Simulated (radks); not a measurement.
The mean radii <r> (bohr) of the occupied orbitals of an atom or ion are listed with their occupations. All-electron calculation, Dirac Kohn-Sham, PBE, spin-unpolarised, spherical densities, finite nucleus; Fermi nuclear charge, rms radius of each element as measured or else 0.836 A^(1/3) + 0.57 fm. Program: a radial shooting solver on a logarithmic mesh with Libxc functionals.

orbital  occ.      <r>
1s1/2       2  0.01899
2s1/2       2  0.07978
2p1/2       2  0.06612
2p3/2       4  0.07385
3s1/2       2   0.2082
3p1/2       2   0.1981
3p3/2       4   0.2124
3d3/2       4   0.1863
3d5/2       6   0.1908
4s1/2       2   0.4682
4p1/2       2   0.4746
4p3/2       4   0.5075
4d3/2       4   0.5285
4d5/2       6   0.5400
5s1/2       2    1.136
5p1/2       2    1.267
5p3/2       4    1.377
4f5/2       6   0.6707
4f7/2       8   0.6836
6s1/2       2    3.452
5d3/2     0.8    2.437
5d5/2     1.2    2.572

Name the element and its charge. Open shells, if any, are shared by 2j + 1.

Answer. Z = 72, hafnium, charge 0: Hf in [Xe] 4f14 5d2 6s2. The 1s radius gives Z: for a bare nucleus <r> = (2 gamma + 1)/(2Z) with gamma = sqrt(1 - (Z/c)^2), 0.01876 bohr for Z = 72, and screening makes it slightly larger (0.01899 here). The occupations add up to 72, and the charge is Z minus that.
